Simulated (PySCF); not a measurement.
# A survey of ¹⁹F NMR shifts

[PySCF 2.14: structure optimised with GFN2-xTB; shieldings: GIAO PBE0/pcSseg-1; equivalent nuclei averaged; relativity neglected; in vacuum; one computed conformer]

Shieldings were converted by a linear fit to measured shifts: ¹⁹F: δ = 146.13 − 0.903σ +14.6 on sp3 carbon (rms 6.0 ppm, 223 shifts, 7.0 ppm with the 5 outliers that the fit left out vs CFCl3, solution or neat liquid). Occasional misses reach two or three times the rms, and more in compound classes unlike the fitted ones.

(1) Give the ¹⁹F shifts of `FC(F)(F)[C@H]1CO[C@@H](F)OC1`, `Fc1csc(F)n1`, `CO[C@H](CC(=O)F)C(F)(F)F`, `FC(F)(F)[C@]1(F)COCCO1`.

(2) Order these by ¹⁹F shift, lowest first.
A. F/C=C1/C=Cc2ccccc21
B. C/C(=C/CF)C(Cl)Cl
C. O=C(F)c1ccc([SiH3])o1
D. FCC(Cl)(Cl)Cl

## Answers

(1) 
| compound | environment | δ (ppm) |
| --- | --- | --- |
| [F:1][C:2]([F:3])([F:4])[C@H:5]1[CH2:6][O:7][C@@H:8]([F:9])[O:10][CH2:11]1 | F1/3/4: fluorine of a CF3 group (×3) | -74.5 |
| [F:1][C:2]([F:3])([F:4])[C@H:5]1[CH2:6][O:7][C@@H:8]([F:9])[O:10][CH2:11]1 | F9: fluorine on an sp3 carbon | -106.7 |
| [F:1][c:2]1[cH:3][s:4][c:5]([F:6])[n:7]1 | F6: aryl fluorine | -77.3 |
| [F:1][c:2]1[cH:3][s:4][c:5]([F:6])[n:7]1 | F1: aryl fluorine | -109.4 |
| [CH3:1][O:2][C@H:3]([CH2:4][C:5](=[O:6])[F:7])[C:8]([F:9])([F:10])[F:11] | F7: fluorine bonded to C | 41.8 |
| [CH3:1][O:2][C@H:3]([CH2:4][C:5](=[O:6])[F:7])[C:8]([F:9])([F:10])[F:11] | F9/10/11: fluorine of a CF3 group (×3) | -79.6 |
| [F:1][C:2]([F:3])([F:4])[C@:5]1([F:6])[CH2:7][O:8][CH2:9][CH2:10][O:11]1 | F1/3/4: fluorine of a CF3 group (×3) | -84.2 |
| [F:1][C:2]([F:3])([F:4])[C@:5]1([F:6])[CH2:7][O:8][CH2:9][CH2:10][O:11]1 | F6: fluorine on an sp3 carbon | -138.9 |

(2) B (-227.1 ppm, fluorine on an sp3 carbon), D (-190.6 ppm, fluorine on an sp3 carbon), A (-107.0 ppm, vinylic fluorine), C (11.7 ppm, fluorine bonded to C).
